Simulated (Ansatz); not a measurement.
Cost and result up the ladder for Zn₁₂S₁₂ (started as a model of: Zn12S12 wurtzite hole rod) (24 atoms). Charge 0, multiplicity 1. Geometry: PBE-D4/def2-SVP.

Cartesian coordinates in Å:
```
S -2.022 3.996 -0.581
S -1.178 0.957 -2.398
S -2.717 -0.801 0.172
S -1.764 -3.844 -1.582
S -1.099 1.642 2.038
S -1.687 -3.178 2.729
S 1.687 3.178 -2.729
S 1.098 -1.642 -2.038
S 1.764 3.843 1.583
S 2.717 0.800 -0.172
S 1.178 -0.957 2.398
S 2.022 -3.995 0.581
Zn -0.503 3.252 -2.106
Zn -1.888 1.534 -0.203
Zn -1.222 -1.409 -1.574
Zn -2.263 -3.141 0.526
Zn -0.447 3.739 1.044
Zn -1.159 -0.862 1.967
Zn 1.159 0.862 -1.967
Zn 0.447 -3.739 -1.044
Zn 2.263 3.141 -0.526
Zn 1.222 1.409 1.574
Zn 1.887 -1.533 0.203
Zn 0.503 -3.252 2.106
```

Ansatz on 4 threads of AMD EPYC 7R13 on a shared host and a share (37 GiB) of an NVIDIA H100 80GB HBM3. Times are rough, and most runs start from the orbitals of an earlier one. No level here is sound enough to serve as a yardstick. Binding counts from free atoms at the same level (S triplet, Zn singlet; other spins of the atoms weren't run), without zero-point energy or a counterpoise term.

Correlated methods freeze 168 core orbitals. The rows differ in basis, and correlated rows in double-zeta sets carry the largest basis error. Single mean-field runs in def2-SVP, def2-TZVP are fitted with def2-universal-jkfit. Another isomer (singlet) lies 2.49 eV lower at PBE0-D4/def2-TZVP; other spin states weren't run for this one.

Correlated methods converge slowly with the basis, most of all in double-zeta sets.

| level | functions | wall time | binding energy per atom (eV) |
| --- | --- | --- | --- |
| HF/def2-SVP | 588 | 5 s | 1.79 |
| r2SCAN-D4/def2-SVP | 588 | 6 s | 3.04 |
| PBE-D4/def2-SVP (with forces) | 588 | 7 s | 2.94 |
| PBE-D4/def2-TZVP | 1020 | 7 s | 2.71 |
| MP2/def2-SVP | 588 | 8 s | 2.60 |
| PBE0-D4/def2-SVP | 588 | 9 s | 2.91 |
| PBE0-D4/def2-TZVP | 1020 | 14 s | 2.74 |
| HF/STO-3G | 324 | 16 s | 2.09 |
